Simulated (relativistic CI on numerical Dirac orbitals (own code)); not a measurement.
Fe⁴⁺: resonant inelastic scattering at the M2,3 edge

Computed with this model: Dirac-Coulomb-Breit CI, KLI orbitals optimised for each configuration, QED by a radiative potential, valence Slater integrals scaled by 0.8, Kramers-Heisenberg scattering through one core-hole configuration in a parametric crystal field; configurations [Ar] 3d4 → [Ne] 3s2 3p5 3d5; 300 K; core-hole width 0.48 eV; summed over polarisations. Incident energies are the highest absorption maxima for each field (at most a few, so the weaker spin-orbit partner edge can be absent), on the computed scale of the free ion. Intensities are in per cent of the strongest line above 0.02 eV; levels within 1 cm⁻¹ are merged; final levels count from the ground level, the first row holds all elastic scattering, lines under 0.4 are left out and each table stops after 24 rows. The scale of the Slater integrals is a model choice and moves the terms in proportion.

Field parameters in Wybourne normalisation: D4h B²₀ = −7Ds, B⁴₀ = 21(Dq − Dt), B⁴₄ = 21√(5/14) Dq; Td as Oh with Dq negative (B⁴₀ = 21Dq, B⁴₄ = √(5/14) B⁴₀). The field is a parameter set, without covalency.

S is read from ⟨S²⟩ = S(S + 1).

D4h, 10Dq = 13200, Ds = -1010, Dt = 700 cm⁻¹:

```csv
Final level (eV),Degeneracy,Irrep,S,61.4 eV,70.7 eV,71 eV
0.000,1,A1,2.00,387.6,156.6,127.6
0.002,2,E,2.00,33.5,21.9,18.1
0.007,2,B1+B2,2.00,20.6,13.5,10.0
0.070,2,A1+A2,2.00,7.5,24.6,25.2
0.073,2,E,2.00,11.5,46.0,45.6
0.074,1,B1,2.00,6.5,27.0,28.1
0.873,2,E,2.00,30.3,89.2,42.5
0.886,1,A2,2.00,18.0,31.1,24.0
0.888,1,A1,2.00,14.6,29.2,38.3
0.901,2,E,2.00,34.9,52.1,75.4
0.914,1,B2,2.00,18.9,29.3,33.1
0.918,1,B1,2.00,17.7,27.9,36.6
0.931,2,E,2.00,33.6,72.9,54.2
1.456,1,A1,1.00,0.5,0.2,0.1
1.460,2,E,1.00,0.7,0.3,0.1
1.711,2,A1+A2,2.00,6.2,32.3,39.7
1.712,3,B2+E,2.00,13.7,87.1,100.0
2.290,2,E,1.00,0.4,0.7,0.2
2.931,2,E,1.00,0.1,0.7,0.1
3.886,1,,1.00,0.1,0.4,0.1
4.489,1,,0.78,0.1,0.5,0.2
4.503,2,,1.00,0.1,0.8,0.3
4.731,2,,1.00,0.0,2.0,0.3
4.732,1,,0.96,0.0,1.1,0.2
```

Td, 10Dq = -15400 cm⁻¹:

```
Final level (eV)  Degeneracy  Irrep     S  61.3 eV  62.8 eV  70.8 eV
           0.000           1     A1  1.99    214.7    111.1    146.8
           0.006           3     T1  1.99     49.4     20.8     28.6
           0.011           3     T2  2.00     47.3     18.3     31.2
           0.054           2      E  2.00     22.3     16.9     33.2
           0.057           3     T1  2.00     33.9     27.9     66.5
           0.087           3     T2  2.00     24.3     30.2     40.6
           1.109           3     T1  1.01      1.3      0.1      1.7
           1.121           1     A1  0.96      0.3      0.0      0.5
           1.145           2      E  1.00      0.4      0.0      0.7
           1.150           3     T2  1.00      0.4      0.1      1.4
           1.745           1     A2  1.01      0.2      0.1      0.4
           1.768           3     T2  1.01      0.4      0.3      1.0
           1.801           3     T1  0.99      0.5      0.1      0.5
           1.814           2      E  1.01      0.3      0.2      0.5
           1.948           1     A1  1.99      0.7      2.4     15.1
           1.949           3     T1  1.99      2.9      9.1     58.5
           1.951           2      E  1.99      2.2      6.8     52.3
           1.952           3     T2  1.99      3.6     10.1    100.0
           1.954           1     A2  1.99      1.2      3.1     37.3
           2.790           2      E  1.00      0.1      0.1      0.6
           2.794           3     T2  1.00      0.3      0.1      0.9
           2.806           3     T1  0.98      0.5      0.1      1.1
           3.300           3     T2  0.97      0.6      0.0      0.9
           3.317           3     T1  1.00      0.4      0.0      0.5
```

Td, 10Dq = -15450 cm⁻¹:

```csv
Final level (eV),Degeneracy,Irrep,S,61.3 eV,62.8 eV,70.8 eV
0.000,1,A1,1.99,214.7,111.2,146.8
0.006,3,T1,1.99,49.4,20.9,28.7
0.011,3,T2,2.00,47.2,18.4,31.3
0.054,2,E,2.00,22.3,17.0,33.2
0.057,3,T1,2.00,33.9,28.0,66.4
0.087,3,T2,2.00,24.5,30.2,40.4
1.103,3,T1,1.01,1.4,0.1,1.7
1.115,1,A1,0.96,0.3,0.0,0.5
1.139,2,E,1.00,0.4,0.0,0.7
1.145,3,T2,1.00,0.4,0.1,1.4
1.763,3,T2,1.01,0.4,0.3,0.9
1.797,3,T1,0.99,0.6,0.1,0.5
1.809,2,E,1.01,0.3,0.1,0.4
1.954,1,A1,1.99,0.7,2.4,15.2
1.955,3,T1,1.99,2.9,9.2,58.6
1.957,2,E,1.99,2.2,6.8,52.4
1.958,3,T2,1.99,3.6,10.2,100.0
1.960,1,A2,1.99,1.1,3.1,37.4
2.790,2,E,1.00,0.1,0.1,0.6
2.794,3,T2,1.00,0.3,0.1,0.9
2.806,3,T1,0.98,0.5,0.1,1.1
3.300,3,T2,0.97,0.6,0.0,0.9
3.317,3,T1,1.00,0.4,0.0,0.5
3.325,1,A1,1.00,0.0,0.0,0.5
```

For the first field the strongest loss at the lowest incident energy is the level at 0.90 eV (S = 2.00, against 2.00 in the thermal ground state).
